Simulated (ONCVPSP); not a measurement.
## Cutoff test, niobium (Nb), ONCV

```
Element                 : niobium (Nb)
Generator               : ONCVPSP 4.0.1
Type                    : optimised norm-conserving Vanderbilt (ONCV)
Functional              : PBE
Relativity              : scalar-relativistic
Frozen core             : [Kr]
Valence charge          : 5
Reference configuration : 4d4 5s1
Partial waves           : 5s: rc 3.40 bohr, ncon 3, nbas 7, qcut 2.2 1/bohr, 1 projector; p scattering state at 0.21 Ha: rc 3.25 bohr, ncon 4, nbas 8, qcut 2.5 1/bohr, 2 projectors, debl 0.6 Ha; 4d: rc 2.40 bohr, ncon 5, nbas 9, qcut 6.7 1/bohr, 2 projectors, debl 1.2 Ha
Local potential         : polynomial inside 1.55 bohr (lpopt 2, dvloc0 3 Ha)
Core correction         : none
```

In the p channel the program set the typed energies aside and used 0.050, 0.650 Ha.

Problem. For each optimised wave give the share of its norm inside rc, the residual kinetic energy above qcut (Ha) and the cutoffs (Ha) for errors of 10, 1, 0.1 and 0.01 mHa per electron.

Solution.

| wave | norm inside rc | residual KE | 10 mHa | 1 mHa | 0.1 mHa | 0.01 mHa |
| --- | --- | --- | --- | --- | --- | --- |
| 5s | 0.460 | 1.6e-04 | 1.0 | 1.9 | 3.2 | 12.0 |
| p projector 1 | 0.375 | 3.9e-05 | 1.0 | 2.1 | 2.8 | 5.8 |
| p projector 2 | 0.327 | 1.9e-03 | 2.3 | 8.1 | 24.0 | 27.7 |
| 4d | 0.660 | 4.8e-07 | 11.1 | 14.7 | 17.6 | 19.7 |
| d projector 2 | 0.126 | 2.6e-06 | 11.3 | 15.2 | 18.4 | 21.0 |

The occupied waves need 15 Ha and 18 Ha for 1 and 0.1 mHa. 1 of 4 tests not solved or not reliable.
